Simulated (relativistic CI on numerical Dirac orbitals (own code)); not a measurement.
**Radial parameters of Re LXIV**

Calculated at this level of theory: Dirac-Coulomb-Breit CI, KLI orbitals optimised for each configuration, a model potential for QED, unscaled Slater integrals (own radial code, finite nucleus).

Slater integrals F^k, G^k are unscaled and averaged over j, outside the closed core [Ne]; ζ comes from projecting the Hamiltonian with its Breit term on Σ l·s of the shell.

- 3s3p: G^1(3s,3p) = 701820, ζ(3p) = 2.1166e+06 cm⁻¹; <r>(3s) = 0.1797, <r^2>(3s) = 0.03694, <r>(3p) = 0.1759, <r^2>(3p) = 0.0359 (bohr units).
- 3p²: F^2(3p,3p) = 552900, ζ(3p) = 2.1164e+06 cm⁻¹; <r>(3p) = 0.1761, <r^2>(3p) = 0.03594 (bohr units).
- 3s3d: G^2(3s,3d) = 438950, ζ(3d) = 286640 cm⁻¹; <r>(3s) = 0.1798, <r^2>(3s) = 0.03697, <r>(3d) = 0.1556, <r^2>(3d) = 0.02785 (bohr units).

Averages of the first 10 configurations, taken without configuration mixing, which lowers the lowest level and can move excited configurations by several eV; other configurations of the list can lie among them:

```csv
Configuration,Parity,States,Average energy above the lowest level (eV)
3s²,even,1,4.2
3s3p,odd,12,419.7
3p²,even,15,859.4
3s3d,even,20,812.4
3d²,even,45,1633.6
3p3d,odd,60,1241.8
3p4s,odd,12,3745.3
3d4s,even,20,4125.0
3s4s,even,4,3313.7
3s4p,odd,12,3492.6
```
